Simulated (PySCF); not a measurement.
H3InO2Se, SMILES [OH][In]([OH])[SeH]. Atoms are numbered in the order given.

```xyz
7

In    -0.0040    -0.6685     0.0000
O     -1.7211    -1.6989     0.0000
H     -1.5715    -2.6550     0.0000
O      1.8000    -1.5453     0.0000
H      1.7397    -2.5111     0.0000
Se    -0.0593     1.8246     0.0000
H      1.4139     1.8390     0.0000
```
Charge 0, spin multiplicity 1.

Geometry optimised at r2SCAN-D4/def2-SVP. The structure was generated by enumeration; whether it is a known compound was not checked. The def2 effective core potentials stand for the cores of In; spin–orbit coupling is left out. One conformer was computed; it need not be the lowest.

Method: TDA-PBE/def2-SVPD in PySCF.

Vertical excitations.  State labels are in the subgroup Cs.

```csv
state,symmetry,energy (eV),λ (nm),f,main pairs
S1,A",3.44,360,0.007,HOMO→LUMO 100 %
S2,A",4.17,297,0.000,HOMO−1→LUMO 100 %
S3,A",4.71,263,0.037,HOMO−3→LUMO 99 %
S4,A',4.91,253,0.002,"HOMO→LUMO+1 72 %, HOMO−4→LUMO 25 %"
S5,A',5.06,245,0.055,"HOMO−2→LUMO 68 %, HOMO−1→LUMO+1 27 %"
S6,A",5.45,228,0.006,HOMO→LUMO+2 97 %
S7,A",5.73,216,0.029,HOMO→LUMO+3 97 %
S8,A',5.96,208,0.207,"HOMO−4→LUMO 35 %, HOMO−3→LUMO+1 25 %, HOMO−5→LUMO 14 %, HOMO→LUMO+1 12 %"
S9,A",6.00,207,0.000,HOMO−2→LUMO+1 97 %
S10,A",6.04,205,0.001,HOMO−1→LUMO+2 97 %
T1,A",3.16,393,0,HOMO→LUMO 100 %
T2,A",3.86,321,0,HOMO−1→LUMO 100 %
T3,A',4.16,298,0,HOMO−2→LUMO 99 %
T4,A",4.29,289,0,HOMO−3→LUMO 99 %
```
Triplets are in the Tamm–Dancoff approximation.
